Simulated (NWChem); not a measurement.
All runs are NWChem calculations. System: CH$_{3}$Be (+1), charge 1, spin multiplicity 1, at a geometry optimised with PBE0/def2-SVP. The structure started from a generated list of species. Level: CIS/def2-SVPD.

Output (cleaned and shortened):

```
             Northwest Computational Chemistry Package (NWChem) 7.3.0
             --------------------------------------------------------

                                NWChem Input Module
                                -------------------

 Scaling coordinates for geometry "geometry" by  1.889725989
 (inverse scale =  0.529177249)

 Turning off AUTOSYM since
 SYMMETRY directive was detected!

                             Geometry "geometry" -> ""
                             -------------------------

 Output coordinates in angstroms (scale by  1.889725989 to convert to a.u.)

  No.       Tag          Charge          X              Y              Z
 ---- ---------------- ---------- -------------- -------------- --------------
    1 Be                   4.0000     0.70873500    -1.00585000     0.00000000
    2 C                    6.0000    -0.24225900     0.34381700     0.00000000
    3 H                    1.0000    -0.88484800     0.35447700     0.89919600
    4 H                    1.0000    -0.88484800     0.35447700    -0.89919600
    5 H                    1.0000     0.38830600     1.25154700     0.00000000

 Effective nuclear repulsion energy (a.u.)      19.9781497556

            Nuclear Dipole moment (a.u.)
            ----------------------------
        X                 Y               Z
 ---------------- ---------------- ----------------
    -0.0000075589     0.0000056692     0.0000000000

      Symmetry information
      --------------------

 Group name             Cs
 Group number              2
 Group order               2
 No. of unique centers     4

      Symmetry unique atoms

     1    2    3    5


 Summary of "ao basis" -> "" (spherical)
 ------------------------------------------------------------------------------
       Tag                 Description            Shells   Functions and Types
 ---------------- ------------------------------  ------  ---------------------
 *                         def2-svpd                  on all atoms

  xc_inp: hfexch multiplicative factor not found.

                                 NWChem DFT Module
                                 -----------------

 Summary of "ao basis" -> "ao basis" (spherical)
 ------------------------------------------------------------------------------
       Tag                 Description            Shells   Functions and Types
 ---------------- ------------------------------  ------  ---------------------
 Be                        def2-svpd                 6       12   3s3p
 C                         def2-svpd                 8       20   4s2p2d
 H                         def2-svpd                 4        8   2s2p

 Summary of "ao basis" -> "ao basis" (spherical)
 ------------------------------------------------------------------------------
       Tag                 Description            Shells   Functions and Types
 ---------------- ------------------------------  ------  ---------------------
 Be                        def2-svpd                 6       12   3s3p
 C                         def2-svpd                 8       20   4s2p2d
 H                         def2-svpd                 4        8   2s2p

      Symmetry analysis of basis
      --------------------------

        a'         37
        a"         19

            General Information
            -------------------
          SCF calculation type: DFT
          Wavefunction type:  closed shell.
          No. of atoms     :     5
          No. of electrons :    12
           Alpha electrons :     6
            Beta electrons :     6
          Charge           :     1
          Spin multiplicity:     1
          Use of symmetry is: off; symmetry adaption is: on
          Maximum number of iterations: 100
          AO basis - number of functions:    56
                     number of shells:    26
          Convergence on energy requested:  1.00D-06
          Convergence on density requested:  1.00D-05
          Convergence on gradient requested:  5.00D-04

              XC Information
              --------------
                     Hartree-Fock (Exact) Exchange  1.000

          Convergence Information
          -----------------------
          Convergence aids based upon iterative change in
[...]
     Electric Quadrupole                           0.0000000379
     Magnetic Dipole                               0.0000000209
     Total Oscillator Strength                     0.0336417120

          sigma_e =   1.4862 Angstrom
          sigma_h =   1.1359 Angstrom
         |d_h->e| =   2.1899 Angstrom
            d_exc =   2.8754 Angstrom
            d_CD1 =   2.5402 Angstrom
            d_CD2 =   0.8789 Angstrom
            d_CD3 =   5.0653 Angstrom
     Pearson C.C. =   0.0080

     Occ.    4  a'  ---  Virt.    7  a'      -0.96844
     Occ.    4  a'  ---  Virt.   10  a'       0.09908
     Occ.    4  a'  ---  Virt.   14  a'       0.05396
     Occ.    4  a'  ---  Virt.   17  a'      -0.10201
     Occ.    6  a'  ---  Virt.    9  a'      -0.16215
  ----------------------------------------------------------------------------
  Root   4 singlet a"             0.277145386 a.u.                7.5415 eV
  ----------------------------------------------------------------------------
     Transition Moments    X -0.00000   Y -0.00000   Z  0.89928
     Transition Moments   XX -0.00000  XY  0.00000  XZ  1.06204
     Transition Moments   YY  0.00000  YZ -1.55256  ZZ  0.00000
     Dipole Oscillator Strength                    0.1494176444
     Electric Quadrupole                           0.0000004011
     Magnetic Dipole                               0.0000000306
     Total Oscillator Strength                     0.1494180761

          sigma_e =   1.6159 Angstrom
          sigma_h =   1.1962 Angstrom
         |d_h->e| =   1.1839 Angstrom
            d_exc =   2.3238 Angstrom
            d_CD1 =   1.6036 Angstrom
            d_CD2 =  -0.2221 Angstrom
            d_CD3 =   3.5077 Angstrom
     Pearson C.C. =   0.0113

     Occ.    3  a'  ---  Virt.    8  a"      -0.06264
     Occ.    5  a"  ---  Virt.    7  a'       0.17013
     Occ.    6  a'  ---  Virt.    8  a"      -0.94377
     Occ.    6  a'  ---  Virt.   11  a"       0.20271
     Occ.    6  a'  ---  Virt.   18  a"      -0.07177
     Occ.    6  a'  ---  Virt.   21  a"       0.11599
  ----------------------------------------------------------------------------
  Root   5 singlet a'             0.277145576 a.u.                7.5415 eV
  ----------------------------------------------------------------------------
     Transition Moments    X  0.73514   Y  0.51801   Z  0.00000
     Transition Moments   XX  1.78860  XY -0.62058  XZ  0.00000
     Transition Moments   YY -1.76254  YZ -0.00000  ZZ -0.02608
     Dipole Oscillator Strength                    0.1494311192
     Electric Quadrupole                           0.0000004011
     Magnetic Dipole                               0.0000000306
     Total Oscillator Strength                     0.1494315509

          sigma_e =   1.6159 Angstrom
          sigma_h =   1.1962 Angstrom
         |d_h->e| =   1.1839 Angstrom
            d_exc =   2.3238 Angstrom
            d_CD1 =   1.6036 Angstrom
            d_CD2 =  -0.2221 Angstrom
            d_CD3 =   3.5077 Angstrom
     Pearson C.C. =   0.0113

     Occ.    3  a'  ---  Virt.    9  a'      -0.06265
     Occ.    4  a'  ---  Virt.    7  a'       0.17011
     Occ.    6  a'  ---  Virt.    9  a'      -0.94378
     Occ.    6  a'  ---  Virt.   12  a'       0.20272
     Occ.    6  a'  ---  Virt.   19  a'      -0.07176
     Occ.    6  a'  ---  Virt.   22  a'       0.11599
  ----------------------------------------------------------------------------
  Root   6 singlet a"             0.366150515 a.u.                9.9635 eV
  ----------------------------------------------------------------------------
     Transition Moments    X -0.00000   Y -0.00000   Z  0.00001
     Transition Moments   XX  0.00000  XY -0.00000  XZ  0.00001
     Transition Moments   YY  0.00000  YZ  0.00002  ZZ  0.00000
     Dipole Oscillator Strength                    0.0000000000
     Electric Quadrupole                           0.0000000000
     Magnetic Dipole                               0.0000001697
     Total Oscillator Strength                     0.0000001697

          sigma_e =   1.6772 Angstrom
          sigma_h =   1.1527 Angstrom
         |d_h->e| =   1.6514 Angstrom
            d_exc =   2.6155 Angstrom
            d_CD1 =   2.1759 Angstrom
            d_CD2 =   0.2365 Angstrom
            d_CD3 =   4.2669 Angstrom
     Pearson C.C. =   0.0071

     Occ.    4  a'  ---  Virt.    8  a"      -0.68199
     Occ.    4  a'  ---  Virt.   11  a"       0.14279
     Occ.    4  a'  ---  Virt.   16  a"      -0.05327
     Occ.    4  a'  ---  Virt.   18  a"      -0.05302
     Occ.    4  a'  ---  Virt.   21  a"       0.08984
     Occ.    5  a"  ---  Virt.    9  a'       0.68194
     Occ.    5  a"  ---  Virt.   12  a'      -0.14278
     Occ.    5  a"  ---  Virt.   15  a'       0.05327
     Occ.    5  a"  ---  Virt.   19  a'       0.05301
     Occ.    5  a"  ---  Virt.   22  a'      -0.08983
  ----------------------------------------------------------------------------
  Root   7 singlet a'             0.367931784 a.u.               10.0119 eV
  ----------------------------------------------------------------------------
     Transition Moments    X  0.16880   Y  0.11897   Z -0.00000
     Transition Moments   XX -0.57509  XY -0.05936  XZ -0.00000
     Transition Moments   YY  0.20185  YZ -0.00000  ZZ  0.37336
     Dipole Oscillator Strength                    0.0104610501
     Electric Quadrupole                           0.0000000687
     Magnetic Dipole                               0.0000000755
     Total Oscillator Strength                     0.0104611944

          sigma_e =   1.6823 Angstrom
          sigma_h =   1.1532 Angstrom
         |d_h->e| =   1.6785 Angstrom
            d_exc =   2.6371 Angstrom
            d_CD1 =   2.2076 Angstrom
            d_CD2 =   0.2608 Angstrom
            d_CD3 =   4.3155 Angstrom
     Pearson C.C. =   0.0060

     Occ.    4  a'  ---  Virt.    9  a'       0.68168
     Occ.    4  a'  ---  Virt.   12  a'      -0.13801
     Occ.    4  a'  ---  Virt.   22  a'      -0.09981
     Occ.    5  a"  ---  Virt.    8  a"      -0.68168
     Occ.    5  a"  ---  Virt.   11  a"       0.13800
     Occ.    5  a"  ---  Virt.   21  a"       0.09983
  ----------------------------------------------------------------------------
  Root   8 singlet a"             0.367931898 a.u.               10.0119 eV
  ----------------------------------------------------------------------------
     Transition Moments    X  0.00000   Y  0.00000   Z  0.20647
     Transition Moments   XX -0.00000  XY -0.00000  XZ  0.10586
     Transition Moments   YY  0.00000  YZ  0.49767  ZZ  0.00000
     Dipole Oscillator Strength                    0.0104561868
     Electric Quadrupole                           0.0000000687
     Magnetic Dipole                               0.0000000756
     Total Oscillator Strength                     0.0104563311

          sigma_e =   1.6823 Angstrom
          sigma_h =   1.1532 Angstrom
         |d_h->e| =   1.6785 Angstrom
            d_exc =   2.6370 Angstrom
            d_CD1 =   2.2076 Angstrom
            d_CD2 =   0.2608 Angstrom
            d_CD3 =   4.3155 Angstrom
     Pearson C.C. =   0.0060

     Occ.    4  a'  ---  Virt.    8  a"      -0.68165
     Occ.    4  a'  ---  Virt.   11  a"       0.13802
     Occ.    4  a'  ---  Virt.   21  a"       0.09983
     Occ.    5  a"  ---  Virt.    9  a'      -0.68170
     Occ.    5  a"  ---  Virt.   12  a'       0.13803
     Occ.    5  a"  ---  Virt.   22  a'       0.09983

              Target root =      1
          Target symmetry = none
      Ground state energy =    -53.874467831490
        Excitation energy =      0.180788030175
     Excited state energy =    -53.693679801315

  stored tddft:energy   -53.693679801314595

 Task  times  cpu:        7.4s     wall:        7.4s

 Total times  cpu:        7.4s     wall:        7.4s
```

Write an NWChem input that would produce this output.

This is not unique; one that fits is 
```
start mol
memory heap 200 mb stack 900 mb global 1100 mb
charge 1
geometry units angstroms nocenter noautoz
  Be     0.708735    -1.005850     0.000000
  C     -0.242259     0.343817     0.000000
  H     -0.884848     0.354477     0.899196
  H     -0.884848     0.354477    -0.899196
  H      0.388306     1.251547     0.000000
  symmetry group Cs
end
basis spherical
  * library def2-svpd
end
dft
  xc hfexch
  semidirect memsize 60000000 filesize 0
  iterations 100
end
tddft
  cis
  nroots 8
  notriplet
  thresh 1e-4
end
task tddft energy
```
